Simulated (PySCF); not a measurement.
# Circular dichroism and optical rotation of SMILES C1(/N(C)C)=C\CC/C=C\CC1, C$_{10}$H$_{17}$N

Computed, not measured: TDDFT CAM-B3LYP/def2-SVP circular dichroism and optical rotation, one conformer, gas phase in PySCF 2.14.0. Geometry: PBE0-D3(BJ)/def2-SVP.

Input:
```
{"job": {"kind": "ecd", "xc": "CAM-B3LYP", "basis": "def2-SVP", "nstates": 12}, "charge": 0, "multiplicity": 1}
C     -2.535515    -1.053321    -0.122504
N     -1.905352     0.181857    -0.518916
C     -2.692804     1.344370    -0.219894
C     -0.509633     0.287232    -0.426534
C      0.093483     1.409897     0.026197
C      1.551653     1.774449     0.074775
C      2.609556     0.664908     0.195876
C      2.353261    -0.307885     1.309815
C      1.553167    -1.379590     1.278505
C      0.717916    -1.906246     0.146978
C      0.258541    -0.914307    -0.929918
H     -2.013537    -1.921682    -0.544299
H     -3.567776    -1.078528    -0.504053
H     -2.578468    -1.186158     0.979703
H     -2.327417     2.209062    -0.793364
H     -3.737690     1.156806    -0.508901
H     -2.683789     1.623142     0.855988
H     -0.554307     2.207367     0.396806
H      1.812935     2.396695    -0.803816
H      1.678844     2.449399     0.938588
H      3.580146     1.156288     0.370245
H      2.725879     0.135380    -0.759944
H      2.860106    -0.097104     2.258826
H      1.494133    -1.975462     2.197064
H      1.265333    -2.731500    -0.347748
H     -0.168760    -2.388393     0.591483
H     -0.367264    -1.450545    -1.659747
H      1.119946    -0.561555    -1.507834
```
Coordinates are in Å.

Command: `OMP_NUM_THREADS=1 python excited_run.py task.json out`

(1) Show the output.

## Answers

(1) H and L stand for HOMO and LUMO.
```
coarse grid: 22464 points
cycle   1  E = -445.2728606109  dE =  1.663e+00  |g| = 3.737e-01  |ddm| = 5.480e+00
cycle   2  E = -445.2939515550  dE = -2.109e-02  |g| = 3.000e-01  |ddm| = 8.304e-01
cycle   3  E = -445.3162655161  dE = -2.231e-02  |g| = 6.908e-02  |ddm| = 4.396e-01
cycle   4  E = -445.3171467006  dE = -8.812e-04  |g| = 4.078e-02  |ddm| = 1.170e-01
cycle   5  E = -445.3175530201  dE = -4.063e-04  |g| = 5.197e-03  |ddm| = 4.818e-02
cycle   6  E = -445.3175597671  dE = -6.747e-06  |g| = 1.458e-03  |ddm| = 9.838e-03
final grid: 214400 points
cycle   7  E = -445.4097012337  dE = -5.721e-05  |g| = 4.320e-03  |ddm| = 3.436e-02
cycle   8  E = -445.4097021994  dE = -9.657e-07  |g| = 4.094e-03  |ddm| = 1.011e-02
cycle   9  E = -445.4097062892  dE = -4.090e-06  |g| = 4.375e-04  |ddm| = 4.624e-03
cycle  10  E = -445.4097063151  dE = -2.591e-08  |g| = 3.080e-04  |ddm| = 7.284e-04
cycle  11  E = -445.4097063368  dE = -2.167e-08  |g| = 4.622e-05  |ddm| = 3.676e-04
cycle  12  E = -445.4097063374  dE = -5.514e-10  |g| = 1.524e-05  |ddm| = 7.973e-05
converged SCF energy = -445.4097063374

Singlet excitations and rotatory strengths (1e-40 esu^2 cm^2)
state   eV       nm     f(len)   f(vel)    R(len)    R(vel)   main configurations
  1   5.8493   212.0  0.08290  0.07050   -14.031   -17.167   H->L+1 0.49, H->L 0.45
  2   5.8746   211.1  0.07831  0.07275   -11.838    -9.741   H->L 0.52, H->L+1 0.43
  3   6.3927   193.9  0.06583  0.06415   -14.377   -17.680   H->L+2 0.82
  4   7.0449   176.0  0.01287  0.01218   -21.260   -21.801   H->L+5 0.46, H->L+3 0.18, H->L+4 0.11
  5   7.0789   175.1  0.04608  0.04305   108.232   109.750   H->L+3 0.57, H-1->L 0.16, H->L+5 0.14
  6   7.1316   173.9  0.12759  0.11965  -140.443  -116.901   H-1->L 0.42, H->L+4 0.27
  7   7.2218   171.7  0.20828  0.21072   -57.946   -81.205   H->L+4 0.37, H-1->L 0.21, H->L+6 0.15
  8   7.4364   166.7  0.05109  0.04901    11.956    11.477   H-1->L+1 0.72
  9   7.5275   164.7  0.01165  0.01568   -20.652   -23.730   H->L+6 0.30, H-1->L+2 0.23, H-1->L+1 0.12
 10   7.6093   162.9  0.00634  0.00538    -5.810    -5.123   H-1->L+2 0.34, H->L+7 0.16, H->L+6 0.12
 11   7.9567   155.8  0.02840  0.02066    26.750    22.465   H->L+7 0.37, H->L+8 0.28, H->L+6 0.09
 12   8.0262   154.5  0.01041  0.01017   -28.038   -29.761   H-3->L 0.62, H-2->L+1 0.12, H-5->L 0.08

Specific rotation (deg / (dm g/mL))
    nm     length   length(OI)   velocity    alpha(len)  alpha(vel)
  633.0    -253.97    -254.11    -289.91      115.084    110.364
  589.3    -299.90    -300.06    -341.91      115.549    110.823
  546.0    -359.71    -359.91    -409.44      116.136    111.401
  436.0    -638.68    -639.07    -722.31      118.636    113.859
  405.0    -784.63    -785.11    -884.83      119.815    115.016
  365.0   -1072.21   -1072.91   -1203.25      121.938    117.095
  355.0   -1171.94   -1172.72   -1313.20      122.622    117.763
```

States above about 6.5 eV (minus the energy of the highest occupied orbital) lie near or above the ionisation threshold and depend on the basis. No stereocentre is labelled: unless the shape is locked (an allene, a helicene, a hindered biaryl), the mirror image is equally populated and a measured rotation or CD is zero.

It took 3.3 min wall time on 1 thread of an Arm Neoverse V1, shared host, peak memory 1.4 GiB.
